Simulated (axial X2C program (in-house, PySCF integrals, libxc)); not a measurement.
# HF 2c against experiment

All values come from calculations with an axial X2C code built on PySCF integrals, spin-free (one-electron X2C) or two-component (2c: spin–orbit coupling with atomic mean-field Coulomb and Gaunt terms, which also bring small scalar terms), in Dyall basis sets with cores contracted in-house; open shells are unrestricted.

Dyall triple-zeta sets (v3z, cv3z or av3z by atom and run).

Measured values: Huber and Herzberg, Constants of Diatomic Molecules (1979). Errors are computed minus measured. MP2 and coupled cluster freeze inner shells, in many runs the outer core of a metal too (1s of Li among them), which lengthens bonds; no counterpoise correction.

```tsv
molecule	state	measured Re (Å)	measured ωe (cm⁻¹)
NH	3Σ-	1.03621	3282.27
NO⁺	1Σ+	1.06322	2376.42
N₂	1Σg+	1.09769	2358.57
BH	1Σ+	1.2324	2366.9
BeO	1Σ+	1.3309	1487.32
LiH	1Σ+	1.5957	1405.65
HI	1Σ+	1.60916	2309.01
MnH	7Σ	1.7311	1548
P₂	1Σg+	1.8934	780.77
IF	1Σ+	1.90976	610.24
GeS	1Σ+	2.01209	575.8
AlCl	1Σ+	2.13011	481.3
GeSe	1Σ+	2.13463	408.7
BrCl	1Σ+	2.13606	444.276
LiBr	1Σ+	2.17043	563.16
KH	n/a	2.2425	983.6
Br₂	1Σg+	2.28105	325.321
GeTe	1Σ+	2.34016	323.9
RbH	1Σ+	2.367	936.94
LiI	1Σ+	2.39192	498.16
SrS	1Σ+	2.4405	388.38
TlCl	1Σ+	2.48483	n/a
AlI	1Σ+	2.5371	316.1
Li₂	1Σg+	2.6729	351.43
```

HF 2c gives:

```tsv
molecule	Re (Å)	ωe (cm⁻¹)
NH	1.020	3510.1
NO⁺	1.026	2839.9
N₂	1.066	2730.0
BH	1.221	2486.8
BeO	1.292	1720.2
LiH	1.605	1429.4
HI	1.602	2427.6
MnH	1.778	1550.0
P₂	1.857	908.2
IF	1.888	682.3
GeS	1.995	625.9
AlCl	2.156	472.9
GeSe	2.119	438.8
BrCl	2.129	483.0
LiBr	2.192	558.2
KH	2.307	970.1
Br₂	2.274	352.2
GeTe	2.328	347.4
RbH	2.442	913.4
LiI	2.423	488.8
SrS	2.464	405.4
TlCl	2.531	268.2
AlI	2.586	301.2
Li₂	2.784	337.4
```

(1) Work out the errors, computed minus measured.

(2) What are the mean, mean absolute and worst errors of Re over these?

## Answers

(1) 

```
molecule  error of Re (Å)  error of ωe (%)
      NH           -0.016              6.9
     NO⁺           -0.037             19.5
      N₂           -0.032             15.7
      BH           -0.011              5.1
     BeO           -0.039             15.7
     LiH            0.009              1.7
      HI           -0.007              5.1
     MnH            0.047              0.1
      P₂           -0.036             16.3
      IF           -0.022             11.8
     GeS           -0.017              8.7
    AlCl            0.026             -1.7
    GeSe           -0.016              7.4
    BrCl           -0.007              8.7
    LiBr            0.022             -0.9
      KH            0.064             -1.4
     Br₂           -0.007              8.3
    GeTe           -0.012              7.3
     RbH            0.075             -2.5
     LiI            0.031             -1.9
     SrS            0.023              4.4
    TlCl            0.046              n/a
     AlI            0.049             -4.7
     Li₂            0.111             -4.0
```

(2) Mean 0.010 Å, mean absolute 0.032 Å, worst 0.112 (Li₂).
